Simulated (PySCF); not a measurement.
CH3F3OSi, SMILES [Si](F)(F)(CF)O.

The structure is a stationary point at ωB97X-D3(BJ)/def2-SVP. This is a generated structure with no PubChem entry under its InChIKey; it may be hypothetical. Other conformers were not sampled.

Method: M06-2X/def2-TZVP (PySCF).

Isolated molecule, no solvent.

Computed frontier levels, gap, dipole moment and polarisability:
```json
{
  "highest_occupied_level": "-11.06 eV",
  "lowest_empty_level": "0.94 eV",
  "orbital_gap": "12.00 eV",
  "dipole_moment": "2.22 D",
  "quadrupole, principal values (traceless, Buckingham form, about the centre of nuclear charge)": "-5.16, -0.69, 5.85 D·Å",
  "mean_static_polarisability": "36.2 bohr³ (5.37 Å³)",
  "polarisability_principal_values": "33.6, 37.1, 37.9 bohr³"
}
```
